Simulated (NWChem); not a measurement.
C₂H₆B cation

```xyz
9

C      0.0000     0.0000     1.4827
B      0.0000     0.0000     0.0000
C      0.0000     0.0000    -1.4827
H     -0.7883     0.6643     1.8729
H     -0.1811    -1.0148     1.8729
H      0.9694     0.3505     1.8729
H      0.3505     0.9694    -1.8729
H     -1.0148    -0.1811    -1.8729
H      0.6643    -0.7883    -1.8729
```
Atoms are numbered in this order, from 1.

Structure relaxed at the B3LYP/6-31G* (spherical d) level.

 Unshifted, non-relativistic core excitations; the lowest 4 roots alone, so stronger bands may lie above.

Problem. List the first B K-edge excitations from B3LYP/6-311G** (spherical d), restricted-window TDA (NWChem).

Solution. 
```
state  energy (eV)  dipole oscillator strength           leading excitation (squared amplitude)
-----  -----------  --------------------------  -----------------------------------------------
S1           182.1                      0.0784    1s of atom 2 or its equivalents → LUMO (0.99)
S2           182.1                      0.0784  1s of atom 2 or its equivalents → LUMO+1 (0.99)
S3           186.6                      0.0000  1s of atom 2 or its equivalents → LUMO+2 (0.98)
S4           188.6                      0.0000  1s of atom 2 or its equivalents → LUMO+3 (1.00)
```
